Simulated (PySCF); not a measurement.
Computed shifts of a molecule C5H9N, HF/pcSseg-1 (PySCF), GIAO, gas phase, equivalent atoms averaged, in ppm (number of nuclei): ¹³C: 169.9 (1), 167.0 (1), 101.1 (1), 25.8 (1), 25.3 (1). ¹⁵N: 391.8 (1). ¹H: 7.70 (1), 4.50 (2), 2.41 (3), 2.25 (3). References: ¹³C against TMS (σ = 192.6 ppm); ¹⁵N against NH3 (σ = 267.3 ppm); ¹H against TMS (σ = 31.99 ppm), references at their B3LYP-D3(BJ)/def2-TZVP geometries, non-relativistic. Geometry optimised at B3LYP-D3(BJ)/def2-SVP. One conformer was computed; it need not be the lowest.

Question: Identify the compound among the candidates.
A) CC#C[C@@H](C)N
B) C=CC1CNC1
C) C=C(C)/N=C/C
D) CCC#CCN

Answer: C, C=C(C)/N=C/C
